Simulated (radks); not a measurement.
Problem. The phosphorus ion P3+, [Ne] 3s2. Method: non-relativistic Kohn-Sham, LDA (Slater exchange, Perdew-Wang correlation), spin-polarised, spherical densities, point nucleus; computed with a radial shooting solver on a logarithmic mesh with Libxc functionals. Every spin shell is full or empty, so the densities are truly spherical. Functionals are evaluated on that one density, not self-consistently. Rank these exchange functionals by their error against the exact value of the orbitals, and give that value: LDA, B88, RPBE, OPTX, WC, AM05, SOGGA, B86b, G96, EV93, MS2, Tao-Mo, MVS.

Solution. Exact: -21.5798 hartree. From best to worst, with 100 (|E| - |E exact|)/|E exact| (equal figures are ties): Tao-Mo -0.03, OPTX +0.04, B88 +0.07, G96 +0.14, RPBE +0.15, B86b +0.18, MS2 +0.19, MVS -0.28, EV93 +1.53, WC -1.60, SOGGA -3.58, AM05 -7.14, LDA -8.23.
